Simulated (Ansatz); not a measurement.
```yaml
crystal:
  periodic: [false, false, false]
  atoms:
    - {symbol: O, position_ang: [-1.816012, 2.045987, 1.146075]}
    - {symbol: C, position_ang: [-1.106036, 1.243299, 0.695959]}
    - {symbol: N, position_ang: [-0.375398, 0.416887, 0.232584]}
    - {symbol: Al, position_ang: [0.692763, -0.784103, -0.441619]}
    - {symbol: Cl, position_ang: [-0.077608, -2.574105, -1.133779]}
    - {symbol: Cl, position_ang: [2.724391, -0.411964, -0.545421]}
basis:
  gaussian: {orbitals: def2-mTZVP}
magnetization: {spin_polarized: true, initial_magnetization: 0}
hamiltonian: {xc: {name: B3LYP}, dispersion: d3bj}
```

```sh
$ ansatz run in.yaml --threads 4 --pin off --events-out ev --progress --plain --max-ram 10444MiB
```

Output, abridged:

```
Functional definition: B3LYP
1106 factors; integrals over basis functions are off by at most 1.2e-3 eV
mean field evaluation 1: about -36217.5315 eV, gradient 4.6e1 eV
mean field evaluation 2: about -36208.8979 eV, gradient 6.4e1 eV
mean field evaluation 4: about -36224.9302 eV, gradient 3.4e0 eV
mean field evaluation 8: about -36224.9971 eV, gradient 3.9e-1 eV
mean field evaluation 16: about -36224.9977 eV, gradient 1.8e-5 eV
mean field -36224.99769699 eV, -1331.2441111790 hartree, gradient 1.8e-5 eV, S^2 0.000000; 0 other end points of the search recorded, 0 dependent functions left out
reference -36224.99796747 eV, -1331.2441211189 hartree; 34, 34 occupied and 94, 94 virtual orbitals, 1106 factors
Total energy: -36225.30833946 eV, -1331.2555270794 hartree
```

It took 2 s on 4 threads of an Arm Neoverse V2 on a shared host, with 0.39 GiB of host memory at the peak.
